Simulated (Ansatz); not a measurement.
`F[Si@@H]1O[C@H]1[SiH3]` + H₂ → `[SiH3]C1O[SiH2]1` + H–F at 298.15 K and 1 bar (hydrogenolysis of the Si–F bond).

Gas-phase electronic energies from Ansatz, PBE0-D4/def2-TZVP geometries. CBS: MP2 limit from def2 TZ/QZ plus the TZ coupled-cluster correction, frozen cores. This one scheme is used for every species.

```tsv
species	CCSD(T)/CBS energy (Eh)	H − E (kJ/mol)	S (J/(mol·K))
`F[Si@@H]1O[C@H]1[SiH3]`	-794.22484	170.2	341.2
H₂	-1.17544	35.1	130.4
`[SiH3]C1O[SiH2]1`	-694.95845	180.9	319.6
H–F	-100.39570	33.5	173.6
```

H − E and S are ideal-gas, rigid-rotor, harmonic terms from PBE0-D4/def2-TZVP, for one conformer and one mirror image of each species. The MP2-based limit puts H₂ 0.8 mEh under its directly extrapolated value; such offsets cancel only in part. 1 Eh = 2625.50 kJ/mol, R = 8.31446 J/(mol·K).

Task: By hand: ΔE, ΔH, ΔS and ΔG.

Result: ΔE = (-694.95845) + (-100.39570) − (-794.22484) − (-1.17544) = 0.04613 Eh = 121.1 kJ/mol. Δ(H − E) = 180.9 + 33.5 − 170.2 − 35.1 = 9.1, so ΔH = 130.2 kJ/mol. ΔS = 319.6 + 173.6 − 341.2 − 130.4 = 21.6 J/(mol·K). ΔG = 130.2 − 298.15 × (21.6)/1000 = 123.8 kJ/mol.

Task: By hand: the equilibrium constant, and the temperature at which ΔG would vanish if ΔH and ΔS stayed fixed.

Result: log₁₀ K = −ΔG/(RT ln 10) = -21.7. ΔG = 0 at ΔH/ΔS = 6028 K, far beyond where these terms or the molecules hold.

ΔH outweighs TΔS. A doubt of 5 kJ/mol in ΔE shifts log₁₀ K by 0.9 here. Other conformers and mirror images would add mixing entropy, several J/(mol·K) or more a flexible species. These are equilibria of isolated gas molecules and say nothing of rates. Largest T1 diagnostic: 0.014 (customary marks: 0.02 for closed shells, 0.045 for open ones).
